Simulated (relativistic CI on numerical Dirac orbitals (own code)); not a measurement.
**Radial parameters of Lu I**

Computed by Dirac-Coulomb-Breit CI, separate exchange-only KLI orbitals for each configuration, model QED, valence Slater integrals scaled by 0.85, P86 correlation energy added to each configuration (own radial code, finite nucleus).

Slater integrals F^k, G^k are unscaled and averaged over j, outside the closed core [Xe] 4f14; ζ comes from projecting the Hamiltonian with its Breit term on Σ l·s of the shell.

- 5d6s²: ζ(5d) = 592.67 cm⁻¹; <r>(5d) = 3.113, <r^2>(5d) = 12.56 (bohr units).
- 6s²6p: ζ(6p) = 2044.9 cm⁻¹; <r>(6p) = 5.039, <r^2>(6p) = 29.12 (bohr units).
- 5d6s6p: ζ(5d) = 732.85, G^2(5d,6s) = 21956, F^2(5d,6p) = 16425, G^1(5d,6p) = 14081, G^3(5d,6p) = 9225.6, G^1(6s,6p) = 24496, ζ(6p) = 1459.7 cm⁻¹; <r>(5d) = 2.841, <r^2>(5d) = 10.32, <r>(6s) = 3.63, <r^2>(6s) = 15.05, <r>(6p) = 5.262, <r^2>(6p) = 31.97 (bohr units).

In this model ζ of a weakly bound d, f or g electron outside closed shells comes out too small, for d by up to a factor of two or three and at times with the wrong sign; that of an outer p electron is too small as well.

For a near-neutral ion this model can misplace configurations by up to about 10,000 cm⁻¹ (more where the count of f electrons changes) and terms by 10 to 25 % of their spread. Rates follow the energies as ν³ (E1, M1) or ν⁵ (E2), so they and the lifetimes can be off by large factors. The fine structure of a lone outer electron comes out too small, for d and f at times inverted, and misplaced configurations move strength between like terms. 37 of the 46 excited levels that our extract of the measured tables holds in this range could be paired (the sources list more); they are missed by 1640 cm⁻¹ on average and 4310 at most, and levels without a partner can miss by more.

Averages of the first 10 configurations, taken without configuration mixing, which lowers the lowest level and can move excited configurations by several eV; other configurations of the list can lie among them:

| Configuration | Parity | States | Average energy above the lowest level (eV) |
| --- | --- | --- | --- |
| 5d6s² | even | 10 | 0.8 |
| 6s²6p | odd | 6 | 1.2 |
| 5d6s6p | odd | 120 | 3.2 |
| 5d²6s | even | 90 | 3.3 |
| 6s²7s | even | 2 | 3.4 |
| 6s²7p | odd | 6 | 4.2 |
| 6s²6d | even | 10 | 4.3 |
| 5d³ | even | 120 | 6.5 |
| 6s²5f | odd | 14 | 4.9 |
| 5d6s6d | even | 200 | 5.6 |
